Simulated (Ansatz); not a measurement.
`C=CCCO` and `C=C[CH2][SnH3]` differ in one atom or group.

Ansatz, PBE0-D4/def2-TZVP geometries, multiplicity 1. Each molecule was computed in one conformer, which needn't be the lowest.

Elements past krypton have def2 core potentials.

```
                                          property  `C=CCCO`
size of the dipole moment (ωB97M-V/def2-TZVPP) / D      1.76
           HOMO–LUMO gap (ωB97M-V/def2-TZVPP) / eV     12.07
               HOMO energy (B3LYP/def2-TZVPP) / eV     -7.44
               HOMO–LUMO gap (PBE/def2-TZVPP) / eV      5.09
             HOMO–LUMO gap (B3LYP/def2-TZVPP) / eV      7.21
                 LUMO energy (PBE/def2-TZVPP) / eV     -1.01
```

(1) Give the same properties after the change, and the shifts. (Best estimate.)

Results:

(1) Ansatz gave: 
```json
{"property": "size of the dipole moment (ωB97M-V/def2-TZVPP) / D", "`C=C[CH2][SnH3]`": "0.52", "shift": "-1.24"}
{"property": "HOMO–LUMO gap (ωB97M-V/def2-TZVPP) / eV", "`C=C[CH2][SnH3]`": "10.45", "shift": "-1.62"}
{"property": "HOMO energy (B3LYP/def2-TZVPP) / eV", "`C=C[CH2][SnH3]`": "-6.68", "shift": "0.76"}
{"property": "HOMO–LUMO gap (PBE/def2-TZVPP) / eV", "`C=C[CH2][SnH3]`": "4.81", "shift": "-0.28"}
{"property": "HOMO–LUMO gap (B3LYP/def2-TZVPP) / eV", "`C=C[CH2][SnH3]`": "6.30", "shift": "-0.91"}
{"property": "LUMO energy (PBE/def2-TZVPP) / eV", "`C=C[CH2][SnH3]`": "-1.04", "shift": "-0.03"}
```

With PBE0 the HOMO rises by 0.79 eV and the LUMO falls by 0.15 eV, so the gap narrows by about 0.94 eV. PBE moves the HOMO by 0.26 eV and ωB97M-V by 0.97 eV. Dipoles are sizes alone; their direction can turn.

B3LYP here is the variant with VWN-RPA as its local correlation; programs differ in this.
